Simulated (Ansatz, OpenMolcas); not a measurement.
**SnH2F (SMILES [F][SnH2]): the vertical ionisation energy, rung by rung**

SnH2F: 4 atoms, total charge 0, spin state doublet. As SMILES, `[F][SnH2]`. The shape is that of a PBE0-D4/def2-TZVP optimisation.

Each level gives the vertical ionisation energy (to the singlet cation) (eV). The values are calculated.

```csv
level,kind,program,value (eV)
UHF/def2-TZVPP (core potential),Hartree–Fock,OpenMolcas,8.86
USVWN5/def2-TZVPP (core potential),LDA,OpenMolcas,8.98
UPBE/def2-TZVPP (core potential),GGA,OpenMolcas,8.86
U-r2SCAN/def2-TZVPP (core potential),meta-GGA,OpenMolcas,9.11
UM06-L/def2-TZVPP (core potential),meta-GGA,OpenMolcas,8.76
UM06-2X/def2-TZVPP (core potential),hybrid meta-GGA,OpenMolcas,9.12
FCI/STO-3G,exact in the basis,Ansatz,4.64
```

All-electron rows without a relativistic Hamiltonian named are non-relativistic, while core potentials hold scalar relativity, so basis and relativity change together. Spin-orbit coupling, which can split open shells on such heavy atoms by tenths of an eV, is left out. The values span 4.64 to 9.12 eV. High-level rows in very small sets aren't better than simpler rows in larger ones.
